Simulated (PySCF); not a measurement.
BBr2, SMILES Br[B]Br (connectivity only; charge and spin as stated), charge +1, multiplicity 1. Geometry optimised at PBE-D3(BJ)/def2-TZVP. The spin state was assumed, not searched. The isomer is the one that the SMILES or the coordinates give; other isomers of the formula were not compared.

Computed with PBE-D3(BJ)/def2-TZVP (PySCF 2.14.0).

Harmonic wavenumbers (cm⁻¹): 269, 269, 327, 1255. Rotational constants (GHz): 1.008 (linear); symmetry number 2.

**Question.** Work out the zero-point energy and the ideal-gas rigid-rotor harmonic-oscillator thermochemistry at 298.15 K and 1 atm.

**Answer.** ZPE = ½ Σ hcν = ½ × 2119 cm⁻¹ = 3.03 kcal/mol. H − E(el) = 5.93 kcal/mol. Entropy in cal/(mol K): translation 41.31, rotation 17.95, vibration 4.52, total 63.78. G − E(el) = -13.08 kcal/mol. Cp = 12.21 cal/(mol K).
